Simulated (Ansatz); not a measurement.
Program: Ansatz. Geometries: PBE0-D4/def2-TZVP. ΔE: electronic, gas phase. CCSD(T)/CBS is the MP2 limit (def2-TZVPP, def2-QZVPP) plus CCSD(T) − MP2 in def2-TZVPP, frozen cores. Functionals use def2-TZVPP. B3LYP here is the variant with VWN-RPA as its local correlation; programs differ in this. Each species was taken in one conformer, which may not be the lowest.

Reaction (ligand exchange at the Si–C bond): `NC([SiH3])[SiH2]Cl` + `C1NCS1` → `[SiH3]N1CSC1` + `NC[SiH2]Cl`

| level | ΔE (kJ/mol) | difference from CCSD(T)/CBS |
| --- | --- | --- |
| B3LYP-D4 | -55.6 | -3.7 |
| r2SCAN | -49.9 | 2.0 |
| PBE0 | -49.2 | 2.7 |
| B3LYP | -58.7 | -6.8 |
| HF/def2-TZVPP | -70.2 | -18.3 |
| MP2/def2-TZVPP | -54.4 | -2.5 |
| SCS-MP2/def2-TZVPP | -57.4 | -5.5 |
| CCSD/def2-TZVPP | -54.8 | -2.9 |
| HF/def2-QZVPP | -71.4 | -19.5 |
| MP2/def2-QZVPP | -54.9 | -3.0 |
| CCSD(T)/CBS | -51.9 | 0 |

Largest T1 diagnostic among the species: 0.011.

The D4 term adds +3.1 kJ/mol with B3LYP and +1.6 kJ/mol with PBE0; it sums over pairs of atoms, weighted by their polarisabilities, and B3LYP, whose exchange is more repulsive, gets the larger term. From PBE to PBE0 (25 % exact exchange), in def2-TZVPP and without D4, ΔE moves by −3.8 kJ/mol.
